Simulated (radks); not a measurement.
S6+, 10 electrons, occupied as [Ne]. Method: Dirac Kohn-Sham, PBE, spin-unpolarised, spherical densities, finite nucleus; Fermi nuclear charge, rms radius 3.2611 fm; computed with a radial shooting solver on a logarithmic mesh with Libxc functionals. Some entries of the table are withheld. Estimate them.

orbital,occ.,eigenvalue (Ry),<r> (bohr),<1/r> (bohr^-1)
1s1/2,2,-184.6733,0.09684,15.67
2s1/2,2,(1),0.4742,3.096
2p1/2,2,-19.03661,0.4341,3.006
2p3/2,4,-18.94136,0.4363,2.986
3s1/2,0,-6.98139,(2),1.049
3p1/2,0,-5.99865,(3),0.9820
3p3/2,0,-5.98348,(4),0.9786

Answer. 
(1) 2s1/2 eigenvalue (Ry): -22.99282
(2) 3s1/2 <r> (bohr): 1.348
(3) 3p1/2 <r> (bohr): 1.406
(4) 3p3/2 <r> (bohr): 1.409
